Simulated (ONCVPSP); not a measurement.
**Mn: ONCV pseudisation with PBE, scalar-relativistic reference atom.**

ONCVPSP 4.0.1 input, shortened (lines: element, Z, core and valence counts, functional; n l f; lmax; l rc ep ncon nbas qcut; lloc lpopt rc5 dvloc0; l nproj debl; icmod fcfact rcfact), PBE, scalar-relativistic:

```
  Mn 25.00    3    4        4      upf
    1    0    2.00
    2    0    2.00
    2    1    6.00
    3    0    2.00
    3    1    6.00
    3    2    5.00
    4    0    1.50
    2
    0    1.25    0.00    5   10   10.10
    1    1.66    0.00    4    7   10.40
    2    1.65    0.00    4    9    7.50
    4    5    1.05    0.00
    0    2    0.70
    1    2    1.50
    2    2    1.00
    3    5.00    1.75
```

In the p channel the program set the typed energies aside and used -2.151, 0.250 Ha.

- Cutoffs needed: 39 Ha and 103 Ha (the cutoffs (Ha) at which the residual kinetic energy of the hardest occupied pseudo-wave falls to 1 and 0.1 mHa per electron)
- Ghost test: no bound ghost flagged; no localised positive-energy state flagged
- Largest excitation error: +116 meV (all-electron minus pseudo) for 3s2 3p6 3d4 4s2 4p1, out of 4 test configurations
- rms error of d²Exc/dni dnj: 1.33 mHa without and 3.19 mHa with the model core
